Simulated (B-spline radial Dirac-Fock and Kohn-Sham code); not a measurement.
Pb: scattering cross sections and density moments

System: atomic lead in the configuration 1s2 2s2 2p6 3s2 3p6 3d10 4s2 4p6 4d10 4f14 5s2 5p6 5d10 6s2 6p2.

The run's input, task.json:

```json
{"items": [{
  "Z": 82,
  "q": 0,
  "cfg": [[1, 0, 2], [2, 0, 2], [2, 1, 6], [3, 0, 2], [3, 1, 6], [3, 2, 10], [4, 0, 2], [4, 1, 6], [4, 2, 10], [4, 3, 14], [5, 0, 2], [5, 1, 6], [5, 2, 10], [6, 0, 2], [6, 1, 2]],
  "A": 208,
  "rrms": 5.5012,
  "do": ["scatter"],
  "s": [0.0, 0.05, 0.1, 0.15, 0.2, 0.25, 0.3, 0.35, 0.4, 0.45, 0.5, 0.6, 0.7, 0.8, 0.9, 1.0, 1.1, 1.2, 1.4, 1.6, 1.8, 2.0, 2.5, 3.0, 3.5, 4.0, 5.0, 6.0],
  "pz": [0, 0.1, 0.2, 0.3, 0.4, 0.5, 0.6, 0.8, 1.0, 1.2, 1.4, 1.6, 1.8, 2.0, 2.5, 3.0, 4.0, 5.0, 7.0, 10.0, 15.0, 20.0, 30.0, 40.0, 60.0, 100.0],
  "hv_scatter": [1000, 2000, 5000, 8047.8, 10000, 17479.3, 20000, 30000, 50000, 100000, 200000, 500000, 1000000]
}]}
```

Run with: `python xray_run.py task.json out`

Calculated with a radial finite-basis atomic code, using relativistic Hartree-Fock (Dirac-Fock) wave functions, averaged over the configuration.

```
Sum of ⟨r⟩                          : 49.45 bohr
Sum of ⟨r²⟩                         : 74.77 bohr²
Sum of ⟨1/r⟩                        : 645.37 per bohr
Langevin diamagnetic susceptibility : -59.2 × 10⁻⁶ cm³/mol
Lamb shielding (α²/3)Σ⟨1/r⟩         : 11460 ppm
```

Coherent scattering is the Thomson cross section weighted by f₀², without anomalous dispersion; incoherent scattering is Klein-Nishina weighted by S. The Lamb formula is the non-relativistic shielding expression. Electron correlation is left out.

| hν (keV) | coherent (b) | incoherent (b) | incoherent per electron (b) |
| --- | --- | --- | --- |
| 1 | 4299 | 1.216 | 0.0148 |
| 2 | 3928 | 3.318 | 0.0405 |
| 5 | 2823 | 8.717 | 0.106 |
| 8.0478 | 2055 | 13.21 | 0.161 |
| 10 | 1713 | 15.65 | 0.191 |
| 17.4793 | 950.5 | 22.19 | 0.271 |
| 20 | 804.3 | 23.78 | 0.290 |
| 30 | 473.7 | 28.40 | 0.346 |
| 50 | 225.2 | 32.71 | 0.399 |
| 100 | 73.19 | 34.14 | 0.416 |
| 200 | 21.53 | 30.86 | 0.376 |
| 500 | 3.932 | 23.13 | 0.282 |
| 1000 | 1.028 | 17.14 | 0.209 |

Incoherent scattering overtakes coherent scattering between 100 and 200 keV.
